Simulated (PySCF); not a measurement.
## Ionisation energy of Xe⁴³⁺ by level of theory

Xe⁴³⁺ [Ne] 3s1 (2S) → Xe⁴⁴⁺ [Ne] (1S), as a difference of total energies. All numbers are calculated (PySCF 2.14, scalar relativity by spin-free X2C-1e, in an even-tempered Gaussian basis (18 s from 8.4 bohr⁻², ratio 2.5; 12 p from 11 bohr⁻², ratio 2.5; 4 d from 40 bohr⁻², ratio 2.7; 4 f from 60 bohr⁻², ratio 2.7)). Correlated levels: outer shells: 1s2 frozen; virtual orbitals above 40 to 60 times the deepest correlated orbital energy dropped. The calculations carry no spin-orbit coupling.

```csv
method,ionisation energy (eV)
UHF,3333.0
MP2 (outer shells),3333.7
SCS-MP2 (outer shells),3333.6
CCSD (outer shells),3333.7
CCSD(T) (outer shells),3333.7
```

Breit and QED terms and the two-electron picture change are absent.

For comparison: 3333.8 ± 0.5 eV (semi-empirical (NIST evaluation); NIST Atomic Spectra Database, ionization energies).
